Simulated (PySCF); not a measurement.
C₃H₇NSi, SMILES N1([SiH3])CC=C1. Atoms are numbered in the order given.

```xyz
12

Si     1.7128    -0.1381    -0.0512
N      0.0105     0.1837     0.1304
C     -1.0178    -0.3726     0.9237
C     -2.0453    -0.0654     0.0978
C     -1.0462     0.5416    -0.8675
H      2.2970     0.9889    -0.8259
H      2.2975    -0.2093     1.3146
H      2.0541    -1.4088    -0.7647
H     -0.8842    -0.8527     1.8968
H     -3.1284    -0.1448     0.1255
H     -0.9228     0.0228    -1.8333
H     -1.1105     1.6297    -1.0325
```

Geometry: TPSSh-D3(BJ)/def2-SVP. The structure was generated by enumeration, and PubChem lists no compound with its InChIKey, so it may never have been made.

Level of theory: TDDFT-LC-ωPBE/def2-SVPD (PySCF).

Vertical excitations. The molecule is in vacuum.

Computed lowest excited states:
```
state  energy (eV)  λ (nm)      f                                                                main pairs
-----  -----------  ------  -----  ------------------------------------------------------------------------
S1            5.89     210  0.182                                          HOMO→LUMO+2 61 %, HOMO→LUMO 13 %
S2            6.13     202  0.027                                          HOMO→LUMO 44 %, HOMO→LUMO+1 44 %
S3            6.69     185  0.003     HOMO→LUMO+4 32 %, HOMO→LUMO+3 30 %, HOMO→LUMO+2 15 %, HOMO→LUMO+9 7 %
S4            6.81     182  0.041                                        HOMO→LUMO+4 48 %, HOMO→LUMO+3 28 %
S5            7.39     168  0.011       HOMO→LUMO+1 29 %, HOMO→LUMO 26 %, HOMO→LUMO+3 17 %, HOMO→LUMO+2 9 %
S6            7.68     161  0.025                                        HOMO→LUMO+6 50 %, HOMO→LUMO+5 32 %
S7            7.77     160  0.031                                        HOMO→LUMO+5 54 %, HOMO→LUMO+6 29 %
S8            8.31     149  0.075                                                          HOMO→LUMO+8 66 %
S9            8.38     148  0.012  HOMO→LUMO+10 17 %, HOMO−1→LUMO+1 13 %, HOMO−1→LUMO 12 %, HOMO→LUMO+7 9 %
S10           8.42     147  0.011                                        HOMO→LUMO+7 49 %, HOMO→LUMO+9 11 %
T1            3.58     347      0                      HOMO→LUMO+2 50 %, HOMO→LUMO+1 14 %, HOMO→LUMO+3 11 %
T2            5.86     211      0                                          HOMO→LUMO+1 40 %, HOMO→LUMO 38 %
T3            6.50     191      0     HOMO→LUMO+4 25 %, HOMO→LUMO+3 23 %, HOMO→LUMO+2 22 %, HOMO→LUMO+9 8 %
T4            6.59     188      0                        HOMO→LUMO+4 42 %, HOMO→LUMO+3 22 %, HOMO→LUMO 18 %
```
Triplets are in the Tamm–Dancoff approximation, which puts them higher than full response would, so one can lie above its singlet here.
Roots above 8.0 eV, the ΔSCF ionisation energy, lie in the ionisation continuum and depend on the basis.
